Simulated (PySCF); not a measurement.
Harmonic spectrum computed at B3LYP in the def2-TZVP basis family (core potentials from Rb on, PySCF, no spin–orbit coupling):

```
ω (cm⁻¹)  IR (km/mol, summed over degenerate members)  degeneracy
     292                                          160           2
     999                                          0.0           1
    1449                                         90.2           1
```

Problem. Which molecule gave it? In each, all ligands are bound to the one heavy central atom.
A. GeO₂ (singlet)
B. MoO₂ (triplet)
C. SiO₂ (singlet)
D. SO₂ (singlet)

Solution. C. It has D∞h symmetry with Si–O 1.510 Å (×2).
